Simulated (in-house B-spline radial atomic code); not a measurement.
**Ionising neutral lanthanum with different functionals**

Computed with a B-spline radial code for spherical atoms: scalar-relativistic (spin-free X2C) Hamiltonian, Fermi nucleus of rms radius 4.855 fm, spin-polarised at highest spin, spherical fractional occupations for the functionals, the average over the highest-spin determinants for Hartree-Fock. The ionisation energy is the difference of two self-consistent energies, [Xe] 5d1 6s2 → [Xe] 5d2, without Breit or QED terms; ε is the level of the shell that loses the electron (its least bound occupied spin orbital). The two configurations differ by more than the removed electron. There is no spin-orbit coupling in this Hamiltonian.

Hybrids are left out here: with spherical fractional occupations of an open shell their exact exchange keeps a self-interaction that integer-occupation calculations don't have.

| method | rung | ΔSCF (eV) | -ε(6s) (eV) |
| --- | --- | --- | --- |
| Hartree-Fock | Hartree-Fock | 4.62 | 4.65 |
| LDA VWN5 | LDA | 5.91 | 3.65 |
| LDA PW92 | LDA | 5.93 | 3.65 |
| LDA exchange-only | LDA | 5.09 | 2.75 |
| PBE | GGA | 5.58 | 3.50 |
| PBEsol | GGA | 5.57 | 3.52 |
| BLYP | GGA | 5.75 | 3.39 |
| RPBE | GGA | 5.47 | 3.44 |
| PW91 | GGA | 5.62 | 3.53 |
| BP86 | GGA | 5.79 | 3.63 |
| AM05 | GGA | 5.53 | 3.44 |
| OLYP | GGA | 5.22 | 3.18 |
| TPSS | meta-GGA | 5.35 | 3.46 |
| SCAN | meta-GGA | 5.40 | 3.53 |
| r2SCAN | meta-GGA | 5.27 | 3.53 |
| revTPSS | meta-GGA | 5.36 | 3.50 |

Problem. How do they compare with the NIST value?

Solution. NIST lists 5.577 eV (measured, ground level to ground level). Errors run from -0.96 to +0.35 eV; PBE is closest (+0.00 eV), but part of that can be cancellation, since the calculations leave out spin-orbit coupling, Breit-QED terms, multiplet and fine-structure energies. Hartree-Fock also lacks correlation.
